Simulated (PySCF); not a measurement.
# Stationary points of SbF₂⁺

Level of theory: PBE0 in PySCF with Sb def2-TZVP with ECP28, F def2-TZVP; scalar-relativistic core potentials, no spin–orbit coupling; density-fitted integrals.

Relaxations began from a few typed shapes. The search is not exhaustive: other isomers or separated fragments can lie lower, and high-lying points may rest on an excited occupation.

(1) Which is the lowest minimum found?
A. singlet C2v: Sb–F 1.838 Å (×2); F–Sb–F 95.8°
B. singlet D∞h: Sb–F 1.911 Å (×2); F–Sb–F 180.0°

Answers

(1) A. The others lie at 194.9 (singlet D∞h, a saddle point) kJ/mol above it.

Counting electrons, antimony keeps 2 of its valence electrons outside its bonds, so the VSEPR class is AX2E1 and the expected shape is bent (C2v), as computed. The angle of 96° is close to 90°: the heavy centre bonds with nearly pure p orbitals and keeps its lone pair s-like.
